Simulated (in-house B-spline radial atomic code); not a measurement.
A fraction x of an electron is added to 4s in neutral copper, starting from [Ar] 3d10 4s1 and keeping the highest spin. Level of theory: scalar-relativistic (X2C) LDA PW92, spin-polarised, spherical fractional occupations, Fermi nucleus of rms radius 3.8823 fm; calculated with a B-spline radial code for spherical atoms.

| x | E(x) - E(0) (eV) | 4s down level (eV) |
| --- | --- | --- |
| 0 | 0.0000 | - |
| 0.1 | -0.4076 | -3.781 |
| 0.2 | -0.7565 | -3.199 |
| 0.3 | ? | ? |
| 0.4 | ? | ? |
| 0.5 | -1.4622 | -1.527 |
| 0.6 | -1.5885 | -1.002 |
| 0.7 | -1.6634 | -0.500 |

(1) What belongs in the row x = 0.3?

(2) What belongs in the row x = 0.4?

(3) Check Janak's theorem between x = 0.1 and 0.2.

(4) Up to what added charge does this functional bind the extra electron?

## Answers

(1) An energy change of -1.0478 eV; 4s down at -2.628 eV.

(2) An energy change of -1.2825 eV; 4s down at -2.070 eV.

(3) The slope of the energy is -3.49 eV; the orbital levels give -3.49 eV (ε of the filling orbital, averaged over the two points).

(4) The highest level rises by about 5.6 eV per electron near x = 0.7 and would reach zero near x = 0.78, so a whole extra electron isn't bound at the basis-set limit.
